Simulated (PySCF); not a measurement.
**C₆ coefficients of unlike pairs at revPBE**

Calculated with PySCF 2.14 from the dipole response of each species, C₆(A,B) = (3/π) ∫ α_A(iu) α_B(iu) du, in atomic units, from isotropic polarisabilities. For ions this is the dispersion term alone; charge-induced terms of lower order in 1/R come first.

```tsv
species	configuration	basis	relativity	α (bohr³)	C₆ (like pair)
P²⁺	[Ne] 3s2 3p1 (2P)	aug-cc-pCVTZ-DK (8s7p5d3f)	spin-free X2C	9.238	33.40
Cl³⁺	[Ne] 3s2 3p2 (3P)	aug-cc-pVTZ-DK (6s5p3d2f)	spin-free X2C	4.324	11.73
Zr⁺	[Kr] 4d2 5s1 (4F)	dyall-av2z (22s15p11d2f)	none	64.26	551.0
```

(1) Estimate C₆ for Zr⁺ with Cl³⁺.

No spin-orbit coupling is included.

The other pairs:

```
     pair     C₆
Cl³⁺, P²⁺  19.29
 Zr⁺, P²⁺  124.3
```

Answers

(1) The integral gives 67.10. The combination rule 2 C_A C_B / (C_A α_B/α_A + C_B α_A/α_B) gives 61.15 and the geometric mean 80.41.
